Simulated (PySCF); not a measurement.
C3H12OSi2, SMILES C[SiH2][C@H]([SiH3])CO.

Coordinates come from a ωB97X-D3(BJ)/def2-SVP optimisation. The structure was generated by enumeration; whether it is a known compound was not checked. The values are those of a single conformer.

Two levels are set side by side: TDA-PBE/def2-SVPD (PySCF) and TDA-LC-ωPBE/def2-SVPD (PySCF). Vertical, same geometry. The lowest singlet is HOMO→LUMO+1 99 % with PBE and HOMO→LUMO+1 64 % with the other functional; states are paired by order. Differences are taken from unrounded values.

```
quantity                              TDA-PBE
------------------------------------  -------
lowest singlet excitation (eV)           6.11
lowest triplet excitation (TDA) (eV)     5.94
```

### Question
These are the TDA-PBE values. What does TDA-LC-ωPBE give? (Estimate from the structure and the level; the computed values follow.)

### Answer

```tsv
quantity	TDA-LC-ωPBE	TDA-PBE minus TDA-LC-ωPBE
lowest singlet excitation (eV)	7.68	-1.57
lowest triplet excitation (TDA) (eV)	7.25	-1.31
```

A lower first singlet is the usual sign of a functional without exact exchange. Differences between two approximate levels are no errors against the true value.

Rough cost on one machine, each run with all the roots and properties that it gave: TDA-LC-ωPBE against TDA-PBE about 6 times.
